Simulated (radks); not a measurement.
Problem. Radial electron density D(r) = 4 pi r^2 rho(r) of an atom or ion with 49 electrons. Method: Dirac Kohn-Sham, PBE, spin-unpolarised, spherical densities, point nucleus; computed with a radial shooting solver on a logarithmic mesh with Libxc functionals.

```
   r/bohr * D(r) (the largest magnitude, 80.2, reaches the edge; | marks zero)
 0.003638 |        *
 0.005215 |              *
 0.007475 |                      *
  0.01071 |                                *
  0.01536 |                                        *
  0.02201 |                                           *
  0.03155 |                                       *
  0.04522 |                                     *
  0.06481 |                                              *
   0.0929 |                                                      *
   0.1332 |                                            *
   0.1909 |                                     *
   0.2736 |                                            *
   0.3921 |                            *
    0.562 |            *
   0.8056 |              *
    1.155 |         *
    1.655 |   *
    2.372 |*
      3.4 *
    4.873 *
    6.985 *
    10.01 *
    14.35 *
    29.48 *
    42.26 *
```

What is the nuclear charge?

Solution. Z = 49. The innermost maximum, from 1s, lies near gamma/Z bohr with gamma = sqrt(1 - (Z/c)^2) = 0.934, here 0.0191 bohr (found: 0.0210), and its height grows with Z. The density is that of neutral indium in [Kr] 4d10 5s2 7d1; the configuration itself is not fixed sharply by these data, and Z only to a few units. D(r) has 6 maxima, at r = 0.0210, 0.0922, 0.271, 0.812, 13.7, 32.2 bohr, and minima at 0.0414, 0.178, 0.594 bohr, inside which lie 2.05, 11.18, 29.01 electrons.
